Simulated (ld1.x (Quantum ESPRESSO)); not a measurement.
Values are calculated unless marked as measured or tabulated.
Pseudopotentials across the periodic table

Generated with ld1.x 7.5 (TM, RRKJ, ultrasoft, PAW), atompaw 4.2 or ONCVPSP 4.0.1. The cutoff is in Ry: for ld1.x and atompaw files where the sum of valence levels is converged to 10 mRy in a Bessel basis, for ONCV files where the hardest occupied wave has 1 mHa per electron of residual kinetic energy. The error is the largest all-electron minus pseudo excitation energy over each file’s own four to seven test configurations (ionisations up to +4, promotions, holes and added fractions of an electron), all of which were solved. The labels leave out finer settings (local radius, basis sizes, second energies), which also bear on the numbers. Spin-polarised tests are not counted. The rows are a selection from randomly drawn settings: files with unsolved tests, undetermined cutoffs or missed reference levels are left out.

A true bound ghost makes a file unfit for plane-wave use even where its test errors are small: the radial tests pick states by their node count and pass the ghost by.

| element | potential | cutoff (Ry) | largest error (meV) | bound ghosts |
| --- | --- | --- | --- | --- |
| Be | RRKJ, LDA (PZ), scalar-relativistic, rc 1.85/2.00 (sp), local p, core correction no, reference 2s0.5 2p0 | 12 | +128 | none |
| Mg | TM, PBE, scalar-relativistic, rc 2.40/0.85/1.95 (spd), local p, core correction yes, reference 2p6 3s1 3p0 | 200 | -633 | s |
| Mg | PAW, LDA (PZ), scalar-relativistic, rc 1.00/1.10 (sp), local smoothed, core correction yes, reference 2s2 2p6 3s1 3p0 | 70 | -19 | none |
| Ni | TM semilocal, PBEsol, scalar-relativistic, rc 2.40/2.05/1.40 (spd), local s, core correction yes, reference 3d8 4s1 4p1 | 140 | -1151 | none |
| As | RRKJ, PBE, fully relativistic, rc 1.60/1.95 (sp), local s, core correction yes, reference 4s2 4p3 | 35 | -266 | none |
| Ru | TM semilocal, PBEsol, scalar-relativistic, rc 2.45/4.10/1.35 (spd), local d, core correction yes, reference 4d7 5s0.5 5p0.5 | 55 | -88 | none |
| Ag | ultrasoft, PBE, fully relativistic, rc 2.35/3.20/1.05/3.00 (spdf), local smoothed, core correction yes, reference 4d10 5s1 5p0 | 90 | -352 | s, p3/2, p1/2 |

(1) Fill in the row for Ta: ultrasoft, PBE, scalar-relativistic, rc 1.00/1.25/2.10 (spd), local smoothed, core correction yes, reference 5s2 5p6 5d3 6s1.75 6p0.25.

Results:

(1) cutoff 110 Ry, largest error -136 meV, bound ghosts: none.
